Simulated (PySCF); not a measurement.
## Fine-structure interval of Lu⁴⁴⁺ by level of theory

Lu⁴⁴⁺ [Ar] 3d9 [3d3/2^4 3d5/2^5, M_J = 5/2] → Lu⁴⁴⁺ [Ar] 3d9 [3d3/2^3 3d5/2^6, M_J = 3/2], as a difference of total energies. Calculation: PySCF 2.14, in an even-tempered Gaussian basis (16 s from 10 bohr⁻², ratio 2.8; 13 p from 13 bohr⁻², ratio 2.8; 8 d from 13 bohr⁻², ratio 2.8; 3 f from 50 bohr⁻², ratio 3); the two-component X2C-1e Hamiltonian. Correlated levels: [Ne] frozen; the 80 highest virtual spinors dropped. "Screened" scales the spin-orbit matrix elements by Boettger's factors to mimic the two-electron term; Breit and QED terms are absent.

| method | fine-structure interval (cm⁻¹) |
| --- | --- |
| GHF (screened spin-orbit) | 449230 |
| GMP2 (screened spin-orbit) | 448810 |
| GHF (bare spin-orbit) | 523620 |
